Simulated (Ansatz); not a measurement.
A search over several starts for the lowest SCF solution of C₂H₇Sb⁻, that is SbH2Et with one electron more at the given spin, in a small basis.

```yaml
crystal:
  periodic: [false, false, false]
  atoms:
    - {symbol: Sb, position_ang: [1.164060, 1.352611, 0.704543]}
    - {symbol: H, position_ang: [2.405179, 1.531939, -0.470677]}
    - {symbol: H, position_ang: [0.135276, 2.420921, -0.165266]}
    - {symbol: C, position_ang: [0.321154, -0.434069, -0.242546]}
    - {symbol: C, position_ang: [-1.064307, -0.768848, 0.282756]}
    - {symbol: H, position_ang: [1.031863, -1.250955, -0.040562]}
    - {symbol: H, position_ang: [0.314267, -0.267162, -1.329093]}
    - {symbol: H, position_ang: [-1.453884, -1.691390, -0.178790]}
    - {symbol: H, position_ang: [-1.065634, -0.926198, 1.373498]}
    - {symbol: H, position_ang: [-1.787973, 0.033151, 0.066136]}
basis:
  gaussian: {orbitals: def2-SVP}
total_charge: -1
magnetization: {spin_polarized: true, initial_magnetization: 1}
hamiltonian: {xc: pbe0, dispersion: d4}
output: {orbitals: {seedname: orbitals}}
```

```sh
$ ansatz run in.yaml --threads 2 --pin off --events-out ev --progress --plain --max-ram 4352MiB
```

It prints (some lines left out):

```
Functional definition: PBE0
991 factors; integrals over basis functions are off by at most 1.3e-3 eV
mean field evaluation 1: about -8717.5988 eV, gradient 1.7e1 eV
mean field evaluation 2: about -8717.2191 eV, gradient 1.9e1 eV
mean field evaluation 4: about -8719.1598 eV, gradient 7.1e-1 eV
mean field evaluation 8: about -8719.3385 eV, gradient 9.7e-2 eV
mean field evaluation 16: about -8719.3388 eV, gradient 4.5e-3 eV
mean field evaluation 32: about -8719.0898 eV, gradient 2.6e0 eV
mean field -8719.33882714 eV, -320.4297917172 hartree, gradient 2.0e-5 eV, S^2 0.752698; 3 other end points of the search recorded, 0 dependent functions left out
reference -8719.33885558 eV, -320.4297927625 hartree; 22, 21 occupied and 67, 68 virtual orbitals, 991 factors
Total energy: -8719.53504127 eV, -320.4370024536 hartree
```

It took 6.5 s on 2 threads of Arm Neoverse V1 on a shared host.

In the def2 sets Sb takes a core potential; there is no spin–orbit coupling. The highest occupied level of the charge -1 doublet lies above zero (up to 3.45 eV). By energy differences it is unbound by 0.87 eV (vertical, against the charge 0 singlet, at PBE0-D4/def2-TZVPD) and held by the finite basis.
